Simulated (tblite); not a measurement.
Start geometry of `CO[C@@H]([Si@H](Cl)C(=O)OC)C` from a force field or distance geometry (Å):
```
atom  x, y, z in Å
C1     4.143   -0.395    0.373
O2     2.892   -0.078    1.010
C3     1.853    0.062    0.169
O4     1.895   -0.055   -1.060
Si5    0.161    0.499    0.935
Cl6    0.086    2.518    1.349
C7    -1.255    0.095   -0.321
C8    -1.299   -1.392   -0.678
O9    -2.566    0.460    0.156
C10   -3.389    1.035   -0.858
H11    4.903   -0.480    1.142
H12    4.415    0.407   -0.312
H13    4.056   -1.347   -0.143
H14   -0.064   -0.215    2.217
H15   -1.019    0.677   -1.218
H16   -2.089   -1.586   -1.414
H17   -1.554   -2.004    0.197
H18   -0.356   -1.759   -1.091
H19   -4.367    1.255   -0.429
H20   -3.506    0.342   -1.690
H21   -2.948    1.980   -1.211
```

Problem. What comes out of this run: tblite 0.8.0, GFN2-xTB geometry optimisation, gas phase?

Solution. 
```
atom  x, y, z in Å
C1     4.1540   -0.3482    0.5833
O2     2.8391    0.0667    0.9487
C3     1.8618   -0.1364    0.0650
O4     2.0310   -0.6689   -1.0048
Si5    0.1924    0.5437    0.7621
Cl6    0.4235    2.5151    1.0396
C7    -1.2103    0.2234   -0.5018
C8    -1.3029   -1.2317   -0.9619
O9    -2.3656    0.6620    0.2078
C10   -3.5043    0.8871   -0.5855
H11    4.7311   -0.3947    1.5029
H12    4.5928    0.3771   -0.1042
H13    4.1150   -1.3244    0.0971
H14   -0.0895   -0.1154    2.0338
H15   -1.0829    0.8587   -1.3948
H16   -2.0720   -1.3569   -1.7215
H17   -1.5401   -1.8754   -0.1183
H18   -0.3484   -1.5340   -1.3830
H19   -4.2409    1.3596    0.0624
H20   -3.9177   -0.0476   -0.9793
H21   -3.2749    1.5568   -1.4235
```

The energy falls by 26.9 kJ/mol over 117 L-BFGS steps, the largest force on an atom goes from 1.91 to 0.010 eV/Å, and the atoms move by 0.400 Å rms after alignment. The bond that changes most is Si5–Cl6 (chlorine-bound silicon to silicon-bound chlorine), which shortens by 0.059 Å. Bonds longer at the end by more than 0.005 Å: 3 of 20; shorter: 11. Among the angles that change most is Si5–C7–O9, from 113.4° to 102.3°. Among the dihedrals that turn most is H15–C7–O9–C10, from 22° to 46°. Rotational constants go from 1431, 562.4, 442.6 to 1529, 573.7, 443.0 MHz. The orientation of the end geometry is arbitrary; only internal coordinates are fixed.

Its lowest GFN2-xTB frequency is 5i cm⁻¹, too small to tell a flat minimum from a shallow saddle. The numbers are those of one conformer. 3 starts were optimised and ended at 0.00, 0.16 and 0.56 kcal/mol (GFN2-xTB); the lowest of these is shown.

The numbers are calculated, not measured.
